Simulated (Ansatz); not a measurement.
Consider the isomerisation: `N[Si@@H]1C[Si@H]1[SiH3]` → `N[SiH]1C[SiH2][SiH2]1`.

Isolated molecules relaxed with PBE0-D4/def2-TZVP in Ansatz; ΔE leaves out vibrations. CBS: MP2 limit from def2 TZ/QZ plus the TZ coupled-cluster correction, frozen cores. DFT in def2-TZVPP. Each species was taken in one conformer, which may not be the lowest.

| level | ΔE (kJ/mol) | difference from CCSD(T)/CBS |
| --- | --- | --- |
| PBE0-D4 | -94.4 | 0.0 |
| B2PLYP | -88.8 | 5.6 |
| PBE | -85.0 | 9.4 |
| PBE0 | -91.7 | 2.7 |
| HF/def2-TZVPP | -93.1 | 1.3 |
| SCS-MP2/def2-TZVPP | -93.2 | 1.2 |
| CCSD/def2-TZVPP | -94.1 | 0.3 |
| HF/def2-QZVPP | -92.9 | 1.5 |
| MP2/def2-QZVPP | -95.6 | -1.2 |
| SCS-MP2/def2-QZVPP | -93.8 | 0.6 |
| CCSD(T)/CBS | -94.4 | 0 |

Largest T1 diagnostic among the species: 0.013.

The D4 term adds −5.5 kJ/mol with B3LYP and −2.8 kJ/mol with PBE0; it sums over pairs of atoms, weighted by their polarisabilities, and B3LYP, whose exchange is more repulsive, gets the larger term. From PBE to PBE0 (25 % exact exchange), in def2-TZVPP and without D4, ΔE moves by −6.7 kJ/mol.

B3LYP here is the variant with VWN-RPA as its local correlation; programs differ in this.
